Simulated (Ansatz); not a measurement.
Isolated molecules relaxed with PBE0-D4/def2-TZVP in Ansatz; ΔE leaves out vibrations. CCSD(T)/CBS adds triple-zeta CCSD(T) − MP2 to the extrapolated MP2 energy (def2 sets, frozen cores). This one scheme is used for every species. DFT in def2-TZVPP. Elements past krypton have def2 core potentials. For Sn outer-core shells are correlated without core-valence functions, which leaves a few kJ/mol of doubt a bond. Each species was taken in one conformer, which may not be the lowest.

Reaction (cleavage of the Si–Sn bond): `[SiH3][SiH2][SnH3]` + `[NH2][AlH2]` → `[AlH2][NH][SiH2][SiH3]` + `[SnH4]`

(1) Is it downhill or uphill in electronic energy at CCSD(T)/CBS, and by how much? (Best estimate.)

(2) What do these levels give: PBE-D4, ωB97X-V, SCS-MP2/def2-TZVPP, CCSD(T)/def2-TZVPP, MP2/CBS(def2), CCSD/CBS(def2)? (Estimate.)

Largest T1 diagnostic among the species: 0.014.

Answers

(1) Ansatz gave: Downhill: ΔE = -1.7 kcal/mol.

(2) Ansatz gave: PBE-D4 0.2, ωB97X-V -3.3, SCS-MP2/def2-TZVPP -4.5, CCSD(T)/def2-TZVPP -3.5, MP2/CBS(def2) -1.5, CCSD/CBS(def2) -2.0 kcal/mol.

In def2-TZVPP, CCSD(T) changes the Hartree–Fock value by +2.9 kcal/mol (the triples alone add +0.3 kcal/mol) and MP2 by +3.1 kcal/mol. From PBE to PBE0 (25 % exact exchange), in def2-TZVPP and without D4, ΔE moves by −1.0 kcal/mol.
